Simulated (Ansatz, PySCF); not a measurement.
Gas-phase reaction in SMILES: [Cl][GeH]([Cl])[Cl] [trichlorogermane] -> [Cl][GeH][Cl] + Cl atom (the Cl-Ge bond at the site shown breaks; other sites are not compared here)
Geometries: B3LYP-D3(BJ)/def2-TZVP minima from Ansatz (a program for electronic structure). Frequencies are from Ansatz or PySCF.

Wanted: bond dissociation energy (enthalpy at 298 K, with B3LYP-D3(BJ) rigid-rotor harmonic-oscillator terms), in kcal/mol. Cores are frozen in the correlated levels unless marked. Open shells are spin-unrestricted. Spin-orbit coupling is left out. Frozen are the shells of the preceding noble gas and the d and f shells that filled before the atom's block. No relativistic terms. CBS marks a two-point X^-3 extrapolation of the correlation energy; Hartree-Fock from the larger set. [CCSD(T)-MP2]/basis is that difference in the basis named.

| level | program | bond dissociation energy (kcal/mol) |
|---|---|---|
| CAM-B3LYP-D3(BJ)/def2-TZVPD | Ansatz + dftd3 | 91.1 |
| LC-wPBE-D3(BJ)/def2-TZVPD | Ansatz + dftd3 | 94.3 |
| SCS-MP2/6-31G* | Ansatz | 87.4 |

Task: Predict the RI-MP2/CBS(def2-TZVPPD,def2-QZVPPD)+[CCSD(T)-MP2]/def2-TZVPPD result (Ansatz).

Result: 97.2 kcal/mol, so SCS-MP2/6-31G* differs from it by -9.8 kcal/mol.
